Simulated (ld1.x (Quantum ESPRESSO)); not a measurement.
bismuth (Bi), RRKJ: configuration errors across variants

* Element: Bi (Z = 83)
* Generator: ld1.x (Quantum ESPRESSO) 7.5
* Type: norm-conserving RRKJ (Kleinman–Bylander form)
* Functional: PBEsol
* Relativity: scalar-relativistic
* Frozen core: [Xe] 4f14
* Valence charge: 15
* Reference configuration: 5d10 6s1.75 6p3.25
* Partial waves: 6p (bound): rc 1.95 bohr; 5d (bound): rc 2.05 bohr; 5f channel at -0.05 Ry: rc 1.55 bohr; 6s (bound): rc 1.80 bohr
* Local potential: the s channel
* Core correction: a·sin(br)/r model core inside 0.80 bohr
* rho0: 0.01

All-electron excitation energies from the reference (eV): (1) 5d10 6s2 6p3 -2.495; (2) 5d10 6s2 6p2 5.454; (3) 5d10 6s2 6p1 20.744; (4) 5d10 6s2 6p3.3 -3.596; (5) 5d9 6s2 6p3 30.816; (6) 5d10 6s1 6p4 7.621; (7) 5d10 6s1 6p0 89.579.

2 further variants failed, have other tests or another functional or relativity, and are left out.

Errors AE − PS in meV (a dash: test not solved or not reliable):

```csv
change,(1),(2),(3),(4),(5),(6),(7),bound ghosts
base,+0.4,-3.0,-9.4,+1.4,-75,-3.0,-59,none
wave 5f channel at -0.05 Ry: rc 1.55 bohr becomes 5f channel at 1.43 Ry: rc 1.55 bohr,+0.4,-3.0,-9.4,+1.4,-75,-3.0,-59,none
wave 6p (bound): rc 1.95 bohr becomes 6p (bound): rc 1.94 bohr,+0.4,-3.0,-9.4,+1.4,-75,-3.0,-59,none
wave 5f channel at -0.05 Ry: rc 1.55 bohr becomes 5f channel at -0.05 Ry: rc 2.18 bohr,+0.4,-3.0,-9.4,+1.4,-75,-3.0,-59,none
```

Problem. Give the same row for: all radii but the core radius scaled by about 1.40 (s 2.52, p 2.72, d 2.86, f 2.16 bohr).

Solution. –, –, –, –, –, –, –; bound ghosts: none. Not counted: all (the test run did not reproduce the reference configuration, from which every error is measured).
